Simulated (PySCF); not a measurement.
# Hf: interval between two levels

Hf [Xe] 4f14 5d2 6s2 [3F4, M_J = 4] → Hf [Xe] 4f14 5d2 6s1 6p1 [5G6, M_J = 6], as a difference of total energies. Computed with PySCF 2.14 in x2c-SVPall-2c with one added diffuse shell each of s, d type (8s9p10d2f, 99 functions), with the two-component X2C-1e Hamiltonian. Correlated levels: [Kr] 4d10 4f14 frozen; the 32 highest virtual spinors dropped. "Screened" scales the spin-orbit matrix elements by Boettger's factors to mimic the two-electron term; Breit and QED terms are absent.

| method | interval between two levels (cm⁻¹) |
| --- | --- |
| GHF (spin-free) | 10071 |
| GMP2 (spin-free) | 15656 |
| GHF (screened spin-orbit) | 11005 |
| GMP2 (screened spin-orbit) | 16572 |

The labels give the starting determinants; with spin-orbit coupling the two ends relaxed to ⟨J²⟩ = 20.18, ⟨L²⟩ = 12.44, ⟨S²⟩ = 2.07 and ⟨J²⟩ = 42.01, ⟨L²⟩ = 20.19, ⟨S²⟩ = 6.06.
